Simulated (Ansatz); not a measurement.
Dissociation curves of InH2O (SMILES [OH][InH])

InH2O has 4 atoms, charge 0, and is taken as a doublet. As SMILES, `[OH][InH]`. The coordinates come from a PBE0-D4/def2-TZVP relaxation.

```xyz
4

O    -0.2984   -1.0206    0.2950
In    0.5639    0.7466   -0.0885
H     0.2368   -1.6294    0.8091
H    -0.4467    1.8430   -1.0360
```

The O1–In2 distance is scanned; the parts on either side stay rigid. Basis STO-3G, 19 core orbitals frozen in the correlated methods; program Ansatz 0.2.0. FCI is exact within this basis and core. Energies in eV from each method's value at 2.003 Å; open shells run as named. The shape above is that at 2.003 Å.

```csv
distance (Å),U-revPBE,U-r2SCAN0,U-wB97X,UB2PLYP,UCCSD
2.003,0.00,0.00,0.00,0.00,0.00
2.504,1.77,1.99,2.03,2.00,1.63
3.005,3.37,3.31,3.38,3.17,2.58
4.007,4.19,3.76,3.78,3.48,2.74
5.008,4.26,3.78,3.81,3.50,2.76
```

Question: Estimate the FCI curve, and say how far off each method is.

Answer: 
```tsv
distance (Å)	FCI
2.003	0.00
2.504	1.70
3.005	2.72
4.007	2.89
5.008	2.91
```

Departure from the FCI curve at its largest: U-revPBE +1.34 eV at 5.01 Å; U-r2SCAN0 +0.87 eV at 5.01 Å; U-wB97X +0.89 eV at 5.01 Å; UB2PLYP +0.59 eV at 5.01 Å; UCCSD -0.15 eV at 5.01 Å. For the functionals part of the departure is owed to the small basis.
